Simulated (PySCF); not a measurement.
**Atomic charges against the basis set**

Compound: C3H7FSi.
Cartesian coordinates in Å at the PBE0-D3(BJ)/def2-SVP level; atoms count from 1:
```
atom  x, y, z in Å
F1     1.029   -1.927    0.641
C2     0.327   -0.746    0.659
C3    -0.918   -0.738   -0.241
Si4   -0.567    1.109   -0.514
C5     1.105    0.458    0.110
H6     0.033   -0.557    1.708
H7    -0.688   -1.282   -1.172
H8    -1.845   -1.138    0.188
H9    -1.274    2.030    0.425
H10   -0.649    1.656   -1.900
H11    1.759    0.991    0.811
H12    1.700    0.129   -0.759
```

PBE0 throughout (PySCF), one geometry, spherical d and f functions. Isolated species at its PBE0-D3(BJ)/def2-SVP geometry (one conformer only). Atoms taken as equivalent share a column and are averaged. The first 7 of 9 kinds of atom are listed.

Mulliken charges (e):

| basis | functions | F1 | C2 | C3/C5 | Si4 | H6 | H7/H12 | H8/H11 |
| --- | --- | --- | --- | --- | --- | --- | --- | --- |
| STO-3G | 36 | -0.123 | +0.031 | -0.316 | +0.602 | +0.064 | +0.071 | +0.071 |
| 6-31G | 63 | -0.344 | +0.142 | -0.640 | +0.680 | +0.176 | +0.217 | +0.199 |
| pcSseg-0 | 63 | -0.372 | +0.101 | -0.964 | +0.907 | +0.262 | +0.290 | +0.272 |
| 6-31G* | 88 | -0.347 | +0.203 | -0.578 | +0.450 | +0.163 | +0.208 | +0.199 |
| def2-SVP | 109 | -0.266 | +0.177 | -0.278 | +0.404 | +0.046 | +0.084 | +0.076 |
| cc-pVDZ | 109 | -0.237 | +0.157 | -0.180 | +0.251 | +0.032 | +0.068 | +0.053 |
| pcSseg-1 | 127 | -0.327 | +0.163 | -0.493 | +0.573 | +0.108 | +0.155 | +0.152 |
| aug-cc-pVDZ | 182 | -0.550 | +1.023 | +0.348 | -0.415 | -0.370 | -0.239 | -0.270 |
| 6-311+G(2d,p) | 185 | -0.278 | +0.039 | -0.412 | +0.456 | +0.131 | +0.169 | +0.127 |
| def2-TZVP | 203 | -0.223 | +0.143 | -0.340 | +0.199 | +0.079 | +0.125 | +0.133 |
| cc-pVTZ | 252 | -0.223 | +0.189 | -0.294 | +0.209 | +0.064 | +0.102 | +0.101 |
| IGLO-III | 254 | -0.288 | +0.176 | -0.502 | +0.758 | +0.121 | +0.164 | +0.125 |

IAO charges (e):

```json
{"basis": "STO-3G", "functions": "36", "F1": "-0.146", "C2": "+0.025", "C3/C5": "-0.525", "Si4": "+0.764", "H6": "+0.112", "H7/H12": "+0.130", "H8/H11": "+0.129"}
{"basis": "6-31G", "functions": "63", "F1": "-0.304", "C2": "+0.153", "C3/C5": "-0.542", "Si4": "+0.599", "H6": "+0.141", "H7/H12": "+0.165", "H8/H11": "+0.159"}
{"basis": "pcSseg-0", "functions": "63", "F1": "-0.288", "C2": "+0.142", "C3/C5": "-0.558", "Si4": "+0.612", "H6": "+0.143", "H7/H12": "+0.167", "H8/H11": "+0.160"}
{"basis": "6-31G*", "functions": "88", "F1": "-0.313", "C2": "+0.189", "C3/C5": "-0.554", "Si4": "+0.712", "H6": "+0.127", "H7/H12": "+0.156", "H8/H11": "+0.150"}
{"basis": "def2-SVP", "functions": "109", "F1": "-0.317", "C2": "+0.190", "C3/C5": "-0.551", "Si4": "+0.727", "H6": "+0.127", "H7/H12": "+0.154", "H8/H11": "+0.147"}
{"basis": "cc-pVDZ", "functions": "109", "F1": "-0.316", "C2": "+0.188", "C3/C5": "-0.552", "Si4": "+0.707", "H6": "+0.129", "H7/H12": "+0.156", "H8/H11": "+0.150"}
{"basis": "pcSseg-1", "functions": "127", "F1": "-0.324", "C2": "+0.189", "C3/C5": "-0.557", "Si4": "+0.731", "H6": "+0.131", "H7/H12": "+0.156", "H8/H11": "+0.149"}
{"basis": "aug-cc-pVDZ", "functions": "182", "F1": "-0.333", "C2": "+0.188", "C3/C5": "-0.558", "Si4": "+0.711", "H6": "+0.135", "H7/H12": "+0.160", "H8/H11": "+0.154"}
{"basis": "6-311+G(2d,p)", "functions": "185", "F1": "-0.334", "C2": "+0.186", "C3/C5": "-0.568", "Si4": "+0.745", "H6": "+0.136", "H7/H12": "+0.161", "H8/H11": "+0.155"}
{"basis": "def2-TZVP", "functions": "203", "F1": "-0.332", "C2": "+0.191", "C3/C5": "-0.572", "Si4": "+0.753", "H6": "+0.134", "H7/H12": "+0.161", "H8/H11": "+0.154"}
{"basis": "cc-pVTZ", "functions": "252", "F1": "-0.329", "C2": "+0.190", "C3/C5": "-0.569", "Si4": "+0.739", "H6": "+0.134", "H7/H12": "+0.161", "H8/H11": "+0.155"}
{"basis": "IGLO-III", "functions": "254", "F1": "-0.334", "C2": "+0.188", "C3/C5": "-0.572", "Si4": "+0.753", "H6": "+0.136", "H7/H12": "+0.162", "H8/H11": "+0.155"}
```

Hirshfeld charges (e):

```csv
basis,functions,F1,C2,C3/C5,Si4,H6,H7/H12,H8/H11
STO-3G,36,-0.095,+0.076,-0.121,+0.370,+0.001,+0.010,+0.012
6-31G,63,-0.143,+0.073,-0.157,+0.305,+0.041,+0.045,+0.044
pcSseg-0,63,-0.133,+0.073,-0.160,+0.337,+0.035,+0.036,+0.036
6-31G*,88,-0.131,+0.070,-0.158,+0.301,+0.041,+0.047,+0.044
def2-SVP,109,-0.124,+0.065,-0.168,+0.339,+0.040,+0.044,+0.041
cc-pVDZ,109,-0.117,+0.060,-0.165,+0.331,+0.039,+0.044,+0.041
pcSseg-1,127,-0.127,+0.059,-0.171,+0.344,+0.043,+0.044,+0.042
aug-cc-pVDZ,182,-0.128,+0.048,-0.179,+0.345,+0.047,+0.049,+0.047
"6-311+G(2d,p)",185,-0.132,+0.049,-0.174,+0.346,+0.046,+0.048,+0.045
def2-TZVP,203,-0.127,+0.052,-0.175,+0.340,+0.045,+0.048,+0.045
cc-pVTZ,252,-0.123,+0.054,-0.174,+0.338,+0.044,+0.047,+0.045
IGLO-III,254,-0.128,+0.050,-0.176,+0.340,+0.046,+0.048,+0.045
```

ESP-fitted charges (e):

```csv
basis,functions,F1,C2,C3/C5,Si4,H6,H7/H12,H8/H11
STO-3G,36,-0.175,+0.306,-0.432,+0.472,+0.007,+0.120,+0.097
6-31G,63,-0.336,+0.562,-0.610,+0.471,+0.015,+0.192,+0.163
pcSseg-0,63,-0.347,+0.671,-0.778,+0.622,+0.008,+0.226,+0.194
6-31G*,88,-0.262,+0.419,-0.539,+0.405,+0.036,+0.179,+0.148
def2-SVP,109,-0.290,+0.474,-0.530,+0.422,+0.023,+0.169,+0.137
cc-pVDZ,109,-0.279,+0.439,-0.480,+0.357,+0.026,+0.159,+0.127
pcSseg-1,127,-0.306,+0.501,-0.578,+0.495,+0.025,+0.179,+0.147
aug-cc-pVDZ,182,-0.309,+0.468,-0.536,+0.421,+0.035,+0.177,+0.143
"6-311+G(2d,p)",185,-0.314,+0.474,-0.545,+0.421,+0.036,+0.181,+0.146
def2-TZVP,203,-0.297,+0.453,-0.535,+0.427,+0.037,+0.176,+0.142
cc-pVTZ,252,-0.286,+0.438,-0.520,+0.420,+0.036,+0.171,+0.138
IGLO-III,254,-0.300,+0.439,-0.528,+0.430,+0.041,+0.175,+0.142
```

Task: Which scheme is steadiest as the basis changes?

Result: Largest range over the bases for any column: Hirshfeld 0.07 e, IAO 0.19 e, ESP-fitted 0.36 e, Mulliken 1.32 e. Hirshfeld charges move least and Mulliken charges most, counted in e. Without the minimal STO-3G basis the ranges are Hirshfeld 0.05, IAO 0.15, ESP-fitted 0.30, Mulliken 1.32 e.

Task: How much do the charges still move between the two largest bases, cc-pVTZ and IGLO-III?

Result: At most, over all atoms: Mulliken 0.549 e, IAO 0.015 e, Hirshfeld 0.005 e, ESP-fitted 0.014 e.

Task: What do the same runs give for the total energy, the frontier levels and the dipole moment?

Result: 
```csv
basis,energy (Eh),HOMO (eV),LUMO (eV),μ (D)
STO-3G,-501.3162,-4.67,6.81,1.48
6-31G,-507.3778,-8.39,0.72,1.63
pcSseg-0,-506.6339,-8.62,0.65,1.94
6-31G*,-507.4575,-8.24,0.67,1.21
def2-SVP,-507.2299,-8.43,0.72,1.43
cc-pVDZ,-507.4887,-8.33,0.71,1.29
pcSseg-1,-507.4500,-8.50,0.42,1.60
aug-cc-pVDZ,-507.5085,-8.44,-0.09,1.55
"6-311+G(2d,p)",-507.5606,-8.48,-0.07,1.61
def2-TZVP,-507.5810,-8.44,0.24,1.48
cc-pVTZ,-507.5743,-8.42,0.38,1.41
IGLO-III,-507.5874,-8.46,0.33,1.55
```

The dipole is fixed by the density alone, so its range of 0.73 D shows that the density itself changes with the basis, not only its division among atoms.
